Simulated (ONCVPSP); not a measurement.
**u(r) = r·R(r): atom against pseudo-atom (Be)**

Columns: radius, all-electron u(r) and pseudo u(r) of the 2s shell (level -5.61 eV) of beryllium in the configuration [He] 2s2; PBE, non-relativistic, ONCV scheme, ONCVPSP 4.0.1.

```tsv
r (bohr)	all-electron	pseudo
0.115	-0.2114	0.0384
0.230	-0.2520	0.0772
0.345	-0.2062	0.1170
0.460	-0.1198	0.1581
0.575	-0.0175	0.2010
0.690	0.0868	0.2456
0.805	0.1857	0.2918
0.920	0.2753	0.3388
1.035	0.3540	0.3854
1.150	0.4220	0.4305
1.265	0.4799	0.4730
1.380	0.5277	0.5122
1.495	0.5657	0.5473
1.610	0.5947	0.5777
1.725	0.6155	0.6027
1.840	0.6290	0.6213
1.955	0.6359	0.6327
2.070	0.6373	0.6366
2.185	0.6338	0.6338
2.300	0.6262	0.6262
2.415	0.6152	0.6152
2.530	0.6014	0.6014
2.645	0.5853	0.5853
2.760	0.5675	0.5675
2.875	0.5483	0.5483
2.990	0.5281	0.5281
```

(1) How many radial nodes do the two functions have?

(2) At about which radius was the pseudo-wave matched?

(3) Is the pseudo-wave norm-conserving?

## Answers

(1) The all-electron 2s function has n − l − 1 = 1; the pseudo-wave has 0, since the states of the same l below it are removed with the core.

(2) 2.20 bohr, where the columns begin to agree (steps of 0.12 bohr).

(3) Yes: the ONCV scheme keeps the norm inside the radius equal to the all-electron one, which fixes the energy derivative of the logarithmic derivative at the level.
